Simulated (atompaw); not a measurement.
## Before and after: PAW (atompaw) potential for nitrogen

N (Z = 7), PAW, made with atompaw 4.2.0.5 (PBEsol, scalar-relativistic). Core [He], reference 2s1.75 2p3.25. Waves: 2s (bound): rc 0.85 bohr; 2s channel at -1 Ry: rc 0.85 bohr; 2p (bound): rc 2.20 bohr; 2p channel at 1.2 Ry: rc 2.20 bohr; 3d channel at 0.1 Ry: rc 2.20 bohr. Local part: bessel scheme, radius 2.00 bohr. Core correction: smooth core density matched at 1.40 bohr. Augmentation charge: sinc compensation charge, radius 2.10 bohr; PAW radius 2.20 bohr; waves and projectors: custom rrkj gramschmidtortho.

Change: wave 2s (bound): rc 0.85 bohr becomes 2s (bound): rc 1.22 bohr.

Cutoffs: the cutoffs (Ry, on a coarse ladder) from which the occupation-weighted sum of valence levels, in a spherical-Bessel basis at the reference potential, stays within 10 and 1 mRy of its value at 400 Ry; they do not see the model core or the augmentation charge, which bear on the density cutoff.

Task: What does the change do?

Result: The potential gets softer (40 Ry and 55 Ry → 15 Ry and 18 Ry); the range in which the s phases agree narrows (upper end at the end of the scan → 0.0); neither file shows a bound ghost.

| quantity | base | changed |
| --- | --- | --- |
| cutoff, loose | 40 Ry | 15 Ry |
| cutoff, tight | 55 Ry | 18 Ry |
| loose cutoff by channel (10 mRy a level) | s 40 Ry, p 10 Ry | s 10 Ry, p 10 Ry |
| bound ghosts | none | none |
| s: phases at 2.21 bohr within 0.05 rad from the reference energy up to (Ry; the scan ends near 5) | to the end of the scan | 0.0 |
| p: phases at 2.21 bohr within 0.05 rad from the reference energy up to (Ry; the scan ends near 5) | to the end of the scan | to the end of the scan |
| d: phases at 2.21 bohr within 0.05 rad from the reference energy up to (Ry; the scan ends near 5) | to the end of the scan | to the end of the scan |
| lowest overlap eigenvalue by channel | s 0.70, p 0.20, d 0.98 | s 0.12, p 0.20, d 0.98 |

 The cutoffs see the waves, projectors and local potential, not the compensation charge or the core.
